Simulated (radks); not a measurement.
Q: The strontium ion Sr2+ is in [Kr]. Calculated with a radial shooting solver on a logarithmic mesh with Libxc functionals: scalar-relativistic Kohn-Sham, LDA (Slater exchange, Perdew-Wang correlation), spin-polarised, spherical densities, finite nucleus; Fermi nuclear charge, rms radius of each element as measured or else 0.836 A^(1/3) + 0.57 fm. Open shells are filled with parallel spins first. One electron is removed from 3d, 3p, 4s, 4p in turn, with full relaxation. Which removal costs least, and what does each cost?

A: 4p 43.179 eV; 4s 62.044 eV; 3d 157.76 eV; 3p 285.04 eV. The 4p electron leaves first.
